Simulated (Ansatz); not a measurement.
```yaml
crystal:
  periodic: [false, false, false]
  atoms:
    - {symbol: Ge, position_ang: [0.149106, -0.001111, -0.137488]}
    - {symbol: Br, position_ang: [-1.538842, -0.166535, 1.429849]}
    - {symbol: H, position_ang: [0.138593, 1.437103, -0.663841]}
    - {symbol: H, position_ang: [-0.162095, -1.010972, -1.246056]}
    - {symbol: H, position_ang: [1.463238, -0.332185, 0.576036]}
basis:
  gaussian: {orbitals: "6-31G*"}
hamiltonian: {xc: {name: HF}}
correlation: {method: mp2, frozen_orbitals: {Ge: 0}}
```

```sh
$ ansatz run in.yaml --threads 4 --pin off --events-out ev --progress --plain --max-ram 10444MiB
```

Q: How does Ansatz answer? (An estimate is asked.)

A: Computed: The input was rejected before any iteration.
```
Functional definition: HF
Error: "frozen_orbitals" has no count for Br
```
